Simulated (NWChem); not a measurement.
System: C$_{2}$H$_{8}$Si$_{2}$; SMILES [SiH3]C(=C)[SiH3]

NWChem input:

```
start job
memory heap 200 mb stack 900 mb global 1100 mb
geometry units angstroms noautoz
  C      0.000000     0.000000     1.782626
  C      0.000000     0.000000     0.436015
  Si    -1.638823     0.000000    -0.485092
  Si     1.638823     0.000000    -0.485092
  H      0.919289     0.000000     2.370445
  H     -0.919289     0.000000     2.370445
  H     -1.757168     1.200026    -1.359374
  H     -2.760212     0.000000     0.494377
  H     -1.757168    -1.200026    -1.359374
  H      2.760212     0.000000     0.494377
  H      1.757168    -1.200026    -1.359374
  H      1.757168     1.200026    -1.359374
end
basis spherical
  * library def2-tzvp
end
dft
  xc hfexch
  iterations 150
  semidirect filesize 400000000
  mulliken
end
task dft energy
```

NWChem printed, in part:

```
             Northwest Computational Chemistry Package (NWChem) 7.3.0
             --------------------------------------------------------

 C2V symmetry detected

                             Geometry "geometry" -> ""
                             -------------------------

 Output coordinates in angstroms (scale by  1.889725989 to convert to a.u.)

  No.       Tag          Charge          X              Y              Z
 ---- ---------------- ---------- -------------- -------------- --------------
    1 C                    6.0000     0.00000000     0.00000000     1.78217979
    2 C                    6.0000     0.00000000     0.00000000     0.43556879
    3 Si                  14.0000    -1.63882300     0.00000000    -0.48553821
    4 Si                  14.0000     1.63882300     0.00000000    -0.48553821
    5 H                    1.0000     0.91928900     0.00000000     2.36999879
    6 H                    1.0000    -0.91928900     0.00000000     2.36999879
    7 H                    1.0000    -1.75716800     1.20002600    -1.35982021
    8 H                    1.0000    -2.76021200     0.00000000     0.49393079
    9 H                    1.0000    -1.75716800    -1.20002600    -1.35982021
   10 H                    1.0000     2.76021200     0.00000000     0.49393079
   11 H                    1.0000     1.75716800    -1.20002600    -1.35982021
   12 H                    1.0000     1.75716800     1.20002600    -1.35982021

 Effective nuclear repulsion energy (a.u.)     200.2616277109

      Symmetry information
      --------------------

 Group name             C2v
 Group number             16
 Group order               4
 No. of unique centers     6

  xc_inp: hfexch multiplicative factor not found.

                                 NWChem DFT Module
                                 -----------------

 Summary of "ao basis" -> "ao basis" (spherical)
 ------------------------------------------------------------------------------
       Tag                 Description            Shells   Functions and Types
 ---------------- ------------------------------  ------  ---------------------
 C                         def2-tzvp                11       31   5s3p2d1f
 Si                        def2-tzvp                13       37   5s5p2d1f
 H                         def2-tzvp                 4        6   3s1p

      Symmetry analysis of basis
      --------------------------

        a1         69
        a2         26
        b1         55
        b2         34

            General Information
            -------------------
          SCF calculation type: DFT
          Wavefunction type:  closed shell.
          No. of atoms     :    12
          No. of electrons :    48
           Alpha electrons :    24
            Beta electrons :    24
          Charge           :     0
          Spin multiplicity:     1
          Use of symmetry is: on ; symmetry adaption is: on
          Maximum number of iterations: 150
          AO basis - number of functions:   184
                     number of shells:    80
          Convergence on energy requested:  1.00D-06
          Convergence on density requested:  1.00D-05
          Convergence on gradient requested:  5.00D-04

              XC Information
              --------------
                     Hartree-Fock (Exact) Exchange  1.000

      Superposition of Atomic Density Guess
      -------------------------------------

 Sum of atomic energies:        -657.01195100

      Non-variational initial energy
      ------------------------------

 Total energy =    -658.915804
 1-e energy   =   -1303.924464
 2-e energy   =     444.747032
 HOMO         =      -0.330033
 LUMO         =      -0.034071

      Symmetry analysis of molecular orbitals - initial
      -------------------------------------------------

  Numbering of irreducible representations:

     1 a1          2 a2          3 b1          4 b2

  Orbital symmetries:

     1 b1          2 a1          3 a1          4 a1          5 a1
     6 b1          7 a1          8 b1          9 a1         10 b1
    11 b2         12 a2         13 a1         14 a1         15 b1
    16 a1         17 b1         18 a1         19 b2         20 a1
    21 a2         22 b1         23 b2         24 b1         25 b2
    26 a1         27 a1         28 b1         29 a1         30 a2
    31 b2         32 b1         33 a1         34 b1

------------------------------------------------------------
EAF file 0: "./job.aoints.0" size=186122240 bytes
------------------------------------------------------------
               write      read    awrite     aread      wait
               -----      ----    ------     -----      ----
     calls:      355         0         0         0         0
   data(b): 1.86e+08  0.00e+00  0.00e+00  0.00e+00
   time(s): 0.00e+00  0.00e+00  0.00e+00  0.00e+00  0.00e+00
rate(mb/s): 0.00e+00  0.00e+00
------------------------------------------------------------

     ---------------------------------------------
      Total Density - Mulliken Population Analysis
     ---------------------------------------------

    Atom       Charge   Shell Charges
 -----------   ------   -------------------------------------------------------
    1 C    6     6.29   0.86  1.12  0.57  0.67  0.13  1.18  1.26  0.45  0.02  0.05  0.01
    2 C    6     6.33   0.86  1.12  0.57  0.68  0.09  1.21  1.47  0.27  0.01  0.05  0.01
    3 Si  14    13.70   2.00  0.59  1.39  0.88  0.47  4.11  1.73  0.52  1.32  0.48  0.09  0.11  0.02
    4 Si  14    13.70   2.00  0.59  1.39  0.88  0.47  4.11  1.73  0.52  1.32  0.48  0.09  0.11  0.02
    5 H    1     0.85   0.24  0.45  0.14  0.02
    6 H    1     0.85   0.24  0.45  0.14  0.02
    7 H    1     1.04   0.23  0.54  0.27  0.01
    8 H    1     1.04   0.23  0.54  0.26  0.01
    9 H    1     1.04   0.23  0.54  0.27  0.01
   10 H    1     1.04   0.23  0.54  0.26  0.01
   11 H    1     1.04   0.23  0.54  0.27  0.01
   12 H    1     1.04   0.23  0.54  0.27  0.01

   convergence    iter        energy       DeltaE   RMS-Dens  Diis-err
 ---------------- ----- ----------------- --------- --------- ---------
 d= 0,ls=0.0,diis     1   -658.2209425643 -8.58D+02  2.10D-03  2.45D-01
 d= 0,ls=0.0,diis     2   -658.2750187266 -5.41D-02  8.88D-04  2.36D-02
 d= 0,ls=0.0,diis     3   -658.2804997127 -5.48D-03  2.61D-04  5.79D-03
 d= 0,ls=0.0,diis     4   -658.2814233017 -9.24D-04  5.93D-05  1.08D-04
 d= 0,ls=0.0,diis     5   -658.2814498285 -2.65D-05  1.93D-05  2.20D-05
  Resetting Diis
 d= 0,ls=0.0,diis     6   -658.2814540208 -4.19D-06  6.91D-06  8.74D-07
 d= 0,ls=0.0,diis     7   -658.2814543401 -3.19D-07  1.51D-06  7.01D-08

         Total DFT energy =     -658.281454340107
      One electron energy =    -1307.524435766595
           Coulomb energy =      502.964121983873
    Exchange-Corr. energy =      -53.982768268251
 Nuclear repulsion energy =      200.261627710866

 Numeric. integr. density =        0.000000000000

                  Occupations of the irreducible representations
                  ----------------------------------------------

                     irrep           alpha         beta
                     --------     --------     --------
                     a1               11.0         11.0
                     a2                2.0          2.0
                     b1                8.0          8.0
                     b2                3.0          3.0

                       DFT Final Molecular Orbital Analysis
                       ------------------------------------

 Vector   22  Occ=2.000000D+00  E=-4.749114D-01  Symmetry=a2
              MO Center= -1.2D-13,  5.6D-14, -1.1D+00, r^2= 5.1D+00
   Bfn.  Coefficient  Atom+Function         Bfn.  Coefficient  Atom+Function
  ----- ------------  ---------------      ----- ------------  ---------------
    78      0.218815   3 Si py              115     -0.218815   4 Si py
   150      0.164442   7 H  s               162     -0.164442   9 H  s
   174      0.164442  11 H  s               180     -0.164442  12 H  s
   151      0.102804   7 H  s               163     -0.102804   9 H  s
   175      0.102804  11 H  s               181     -0.102804  12 H  s

 Vector   23  Occ=2.000000D+00  E=-4.205319D-01  Symmetry=b1
              MO Center= -1.7D-14,  1.1D-15,  4.3D-01, r^2= 3.4D+00
   Bfn.  Coefficient  Atom+Function         Bfn.  Coefficient  Atom+Function
  ----- ------------  ---------------      ----- ------------  ---------------
    37      0.278564   2 C  px               40      0.274602   2 C  px
    77     -0.186249   3 Si px              114     -0.186249   4 Si px
    43      0.145141   2 C  px              138     -0.117241   5 H  s
   144      0.117241   6 H  s                 6     -0.102931   1 C  px
   156      0.085427   8 H  s               168     -0.085427  10 H  s

 Vector   24  Occ=2.000000D+00  E=-3.843903D-01  Symmetry=b2
              MO Center= -2.7D-15, -2.6D-16,  7.5D-01, r^2= 2.9D+00
   Bfn.  Coefficient  Atom+Function         Bfn.  Coefficient  Atom+Function
  ----- ------------  ---------------      ----- ------------  ---------------
    41      0.246677   2 C  py                7      0.245109   1 C  py
    10      0.243336   1 C  py               38      0.242774   2 C  py
    13      0.165898   1 C  py               44      0.141969   2 C  py
   150     -0.067568   7 H  s               162      0.067568   9 H  s
   174      0.067568  11 H  s               180     -0.067568  12 H  s

 Vector   25  Occ=0.000000D+00  E= 1.054083D-01  Symmetry=b2
              MO Center=  2.6D-14,  7.1D-15,  9.9D-01, r^2= 3.8D+00
   Bfn.  Coefficient  Atom+Function         Bfn.  Coefficient  Atom+Function
  ----- ------------  ---------------      ----- ------------  ---------------
    13      0.783727   1 C  py               44     -0.686187   2 C  py
     7      0.247149   1 C  py               10      0.201888   1 C  py
    38     -0.196611   2 C  py              151      0.184235   7 H  s
   163     -0.184235   9 H  s               175     -0.184235  11 H  s
   181      0.184235  12 H  s                41     -0.167715   2 C  py

 Vector   26  Occ=0.000000D+00  E= 1.224949D-01  Symmetry=a1
              MO Center= -6.1D-16, -6.9D-15, -7.2D-01, r^2= 1.0D+01
   Bfn.  Coefficient  Atom+Function         Bfn.  Coefficient  Atom+Function
  ----- ------------  ---------------      ----- ------------  ---------------
    36      2.592996   2 C  s                80     -1.380274   3 Si px
   117      1.380274   4 Si px               45     -1.339660   2 C  pz
     5      1.043205   1 C  s                67     -0.950257   3 Si s
   104     -0.950257   4 Si s                82     -0.832701   3 Si pz
   119     -0.832701   4 Si pz              151     -0.362679   7 H  s

 Vector   27  Occ=0.000000D+00  E= 1.328584D-01  Symmetry=a1
              MO Center=  1.5D-13, -4.5D-16, -1.1D+00, r^2= 6.4D+00
   Bfn.  Coefficient  Atom+Function         Bfn.  Coefficient  Atom+Function
  ----- ------------  ---------------      ----- ------------  ---------------
    82      1.198909   3 Si pz              119      1.198909   4 Si pz
   157     -1.157417   8 H  s               169     -1.157417  10 H  s
     5      0.706810   1 C  s                45     -0.566585   2 C  pz
    80     -0.534896   3 Si px              117      0.534896   4 Si px
   139     -0.451380   5 H  s               145     -0.451380   6 H  s

------------------------------------------------------------
EAF file 0: "./job.aoints.0" size=244842496 bytes
------------------------------------------------------------
               write      read    awrite     aread      wait
               -----      ----    ------     -----      ----
     calls:      467         6         0      2796      2796
   data(b): 2.45e+08  3.15e+06  0.00e+00  1.47e+09
   time(s): 0.00e+00  0.00e+00  0.00e+00  0.00e+00  0.00e+00
rate(mb/s): 0.00e+00  0.00e+00
------------------------------------------------------------

     ---------------------------------------------
      Total Density - Mulliken Population Analysis
     ---------------------------------------------

    Atom       Charge   Shell Charges
 -----------   ------   -------------------------------------------------------
    1 C    6     6.19   0.86  1.12  0.51  0.61  0.10  1.20  1.28  0.42  0.02  0.06  0.01
    2 C    6     6.40   0.85  1.12  0.46  0.74  0.10  1.21  1.49  0.35  0.01  0.06  0.01
    3 Si  14    13.67   2.00  0.58  1.39  0.80  0.42  4.12  1.73  0.53  1.40  0.32  0.14  0.20  0.03
    4 Si  14    13.67   2.00  0.58  1.39  0.80  0.42  4.12  1.73  0.53  1.40  0.32  0.14  0.20  0.03
    5 H    1     0.87   0.27  0.49  0.09  0.02
    6 H    1     0.87   0.27  0.49  0.09  0.02
    7 H    1     1.05   0.24  0.56  0.24  0.01
    8 H    1     1.06   0.24  0.57  0.25  0.01
    9 H    1     1.05   0.24  0.56  0.24  0.01
   10 H    1     1.06   0.24  0.57  0.25  0.01
   11 H    1     1.05   0.24  0.56  0.24  0.01
   12 H    1     1.05   0.24  0.56  0.24  0.01

     -------------------------------------------
      Total Density - Lowdin Population Analysis
     -------------------------------------------

    Atom       Charge   Shell Charges
 -----------   ------   -------------------------------------------------------
    1 C    6     6.17   0.91  1.04  0.37  0.36  0.18  1.04  1.31  0.64  0.03  0.27  0.03
    2 C    6     6.42   0.91  1.04  0.34  0.35  0.21  1.08  1.42  0.74  0.02  0.28  0.03
    3 Si  14    13.66   2.00  0.84  1.09  0.50  0.32  3.85  1.89  0.68  1.20  0.64  0.15  0.43  0.09
    4 Si  14    13.66   2.00  0.84  1.09  0.50  0.32  3.85  1.89  0.68  1.20  0.64  0.15  0.43  0.09
    5 H    1     0.88   0.26  0.40  0.16  0.06
    6 H    1     0.88   0.26  0.40  0.16  0.06
    7 H    1     1.05   0.25  0.49  0.30  0.02
    8 H    1     1.05   0.25  0.49  0.30  0.02
    9 H    1     1.05   0.25  0.49  0.30  0.02
   10 H    1     1.05   0.25  0.49  0.30  0.02
   11 H    1     1.05   0.25  0.49  0.30  0.02
   12 H    1     1.05   0.25  0.49  0.30  0.02

     Multipole analysis of the density
     ---------------------------------

     L   x y z        total         alpha         beta         nuclear
     -   - - -        -----         -----         ----         -------
     0   0 0 0     -0.000000    -24.000000    -24.000000     48.000000

     1   1 0 0     -0.000000     -0.000000     -0.000000      0.000000
     1   0 1 0      0.000000      0.000000      0.000000      0.000000
     1   0 0 1      0.395023      0.197511      0.197511     -0.000000

     2   2 0 0    -33.191453   -203.146387   -203.146387    373.101320
     2   1 1 0      0.000000      0.000000      0.000000      0.000000
     2   1 0 1      0.000000      0.000000      0.000000      0.000000
     2   0 2 0    -33.777211    -27.173716    -27.173716     20.570222
     2   0 1 1      0.000000      0.000000      0.000000      0.000000
     2   0 0 2    -31.019861    -97.491575    -97.491575    163.963288
```

Level: Hartree-Fock/def2-TZVP. All runs use the structure optimised with B3LYP/6-31G* (spherical d).
